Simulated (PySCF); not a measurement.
## Polarisability and C₆ of Re²⁺ (rhenium, charge +2)

[Xe] 4f14 5d5, high-spin 6S determinant. Calculation: PySCF 2.14, in aug-cc-pwCVTZ-PP with ECP60MDF (8s8p7d4f3g, 122 functions); scalar relativity through the core potential. Coupled (time-dependent) response in atomic units; α is the mean over directions.

```csv
method,mean α (bohr³),C₆ (like pair),S(−4)
PBE0,11.87,73.18,47.94
```

S(−4) is the Cauchy moment in α(ω) = α(0) + S(−4) ω² + …

α(iu) at PBE0:

| u (hartree) | α(iu) (bohr³) |
| --- | --- |
| 0 | 11.87 |
| 0.0500 | 11.75 |
| 0.100 | 11.42 |
| 0.200 | 10.37 |
| 0.300 | 9.175 |
| 0.500 | 7.160 |
| 0.750 | 5.426 |
| 1.00 | 4.251 |
| 1.50 | 2.798 |
| 2.00 | 1.965 |
| 3.00 | 1.103 |
| 5.00 | 0.4746 |

A single London oscillator, α(iu) = α/(1 + u²/ω²), gives C₆ = (3/4) ω α². Matching the computed C₆ needs ω = 4 × 73.18 / (3 × 11.87²) = 0.693 hartree.

For an ion, C₆ is the dispersion term alone; charge-induced terms of lower order in 1/R come first.

Energies and moments cover only the electrons outside the core potential. Spin-orbit coupling, which splits the p, d and f shells strongly at this Z, is absent.
